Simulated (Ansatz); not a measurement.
C₂H₆O₂SW (`C[O][W]([CH3])(=[O])=[S]`) at its PBE0-D4/def2-TZVP geometry, where that method's forces vanish. Total charge 0; spin multiplicity 1. W: def2 effective core potential.

```xyz
12

C    -1.6006    1.2684   -1.1711
O    -0.5112    0.4161   -0.9108
W     0.0851   -0.9929    0.1223
C     1.8621   -0.3990    1.0840
O     0.5280   -2.3450   -0.8090
S    -1.2709   -1.5436    1.6782
H    -2.2920    1.2795   -0.3254
H    -1.2169    2.2760   -1.3437
H    -2.1215    0.9266   -2.0681
H     2.2692   -1.2194    1.6789
H     1.6707    0.4527    1.7415
H     2.5980   -0.1193    0.3232
```

(1) What forces (eV/Å) does ωB97M-V/def2-TZVPP give on these atoms in Ansatz 0.2.0? (Estimate.)

Results:

(1) The calculation gave: 
```
C1  -0.309  0.302 -0.108
O2   0.249 -0.230  0.085
W3  -0.105 -0.420 -0.111
C4   0.092  0.043  0.050
O5  -0.075  0.309  0.192
S6   0.114  0.071 -0.128
H7   0.067 -0.009 -0.074
H8  -0.052 -0.097  0.018
H9   0.050  0.034  0.094
H10 -0.023  0.079 -0.045
H11  0.040 -0.067 -0.047
H12 -0.050 -0.016  0.073
```
